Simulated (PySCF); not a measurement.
propyne (C₃H₄), singlet, at a GFN2-xTB geometry. Base run: B3LYP/STO-3G run with PySCF.

Input for PySCF:
```python
from pyscf import gto, scf, dft

mol = gto.Mole()
mol.atom = '''
    C     0.002516   -0.004274    0.213843
    C    -0.010288   -0.013517    1.409876
    C     0.009017    0.011792   -1.231568
    H    -0.034810   -0.014362    2.458140
    H    -0.015690    1.040633   -1.590244
    H     0.908339   -0.473778   -1.609429
    H    -0.865304   -0.516494   -1.611373
'''
mol.basis = 'sto-3g'
mol.charge = 0
mol.spin = 0
mol.verbose = 4
mol.build()

mf = dft.RKS(mol)
mf.xc = 'b3lyp'
mf.kernel()
mf.analyze()
```

The base run was repeated with changes; each row names its change, and settings that it needs were set with it.

```csv
change,ΔE vs base (µEh),grid points,electrons on the grid
base,0.0,81592,22.00000
grids.radi_method = gauss_chebyshev,0.0,79320,22.00000
grids.level = 2,0.0,55112,22.00000
grids.becke_scheme = stratmann,0.9,81592,22.00000
grids.level = 4,1.1,148656,22.00000
grids.level = 5,1.0,223096,22.00000
grids.prune = off,0.0,128352,22.00000
grids.radi_method = delley,0.0,87352,22.00000
grids.prune = dft.gen_grid.sg1_prune,-0.7,36216,22.00004
"grids.atom_grid = (75, 302)",0.0,101712,22.00000
"grids.atom_grid = (150, 974)",1.0,567064,22.00000
```
